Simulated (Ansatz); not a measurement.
Consider the hydrogenolysis of the Al–Ge bond: `[NH2][AlH][AlH][GeH3]` + H₂ → `[NH2][AlH][AlH2]` + GeH₄.

Calculated with Ansatz (gas phase, PBE0-D4/def2-TZVP geometries, no zero-point term in ΔE). CCSD(T)/CBS adds triple-zeta CCSD(T) − MP2 to the extrapolated MP2 energy (def2 sets, frozen cores). This one scheme is used for every species. DFT in def2-TZVPP. For Ge outer-core shells are correlated without core-valence functions, which leaves a few kJ/mol of doubt a bond. Scalar relativity is left out up to krypton. One conformer a species, not always the lowest.

```json
{"species": "`[NH2][AlH][AlH][GeH3]`", "r2SCANh-D4 energy (Eh)": "-2620.76840"}
{"species": "H₂", "r2SCANh-D4 energy (Eh)": "-1.17099"}
{"species": "`[NH2][AlH][AlH2]`", "r2SCANh-D4 energy (Eh)": "-542.56445"}
{"species": "GeH₄", "r2SCANh-D4 energy (Eh)": "-2079.36742"}
```

**Question.** Work out ΔE.

**Answer.** ΔE = (-542.56445) + (-2079.36742) − (-2620.76840) − (-1.17099) = 0.00752 Eh = +19.7 kJ/mol. CCSD(T)/CBS gives +18.0 kJ/mol.

Largest T1 diagnostic among the species: 0.013.

Leaving LDA and LC-ωPBE aside and taking each functional with its dispersion term where it has one, the values, not all of them listed here, spread over 29.1 kJ/mol, from B97M-V to PBE-D4. The D4 term adds +7.8 kJ/mol with B3LYP and +4.6 kJ/mol with PBE0; it sums over pairs of atoms, weighted by their polarisabilities, and B3LYP, whose exchange is more repulsive, gets the larger term.

B3LYP here is the variant with VWN-RPA as its local correlation; programs differ in this.
